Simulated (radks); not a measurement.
Method: scalar-relativistic Kohn-Sham, LDA (Slater exchange, VWN5 correlation), spin-polarised, spherical densities, finite nucleus; open shells are filled with parallel spins first (spin-orbit coupling, left out, can overturn this in heavy ions); Fermi nuclear charge, rms radius of each element as measured or else 0.836 A^(1/3) + 0.57 fm; computed with a radial shooting solver on a logarithmic mesh with Libxc functionals. Response by self-consistent Sternheimer equations with the Hartree and adiabatic LDA kernel, the relativistic mass of each level held fixed and spin-orbit coupling left out. For heavy and open-shell atoms this level of theory can miss by tens of per cent. Rank Cd+, Co+, Gd2+, Xe, Ta (NIST ground configurations) by static dipole polarisability, largest first.

Answer. Ta 77.30, Xe 28.72, Cd+ 21.06, Gd2+ 13.69, Co+ 10.56 bohr^3.
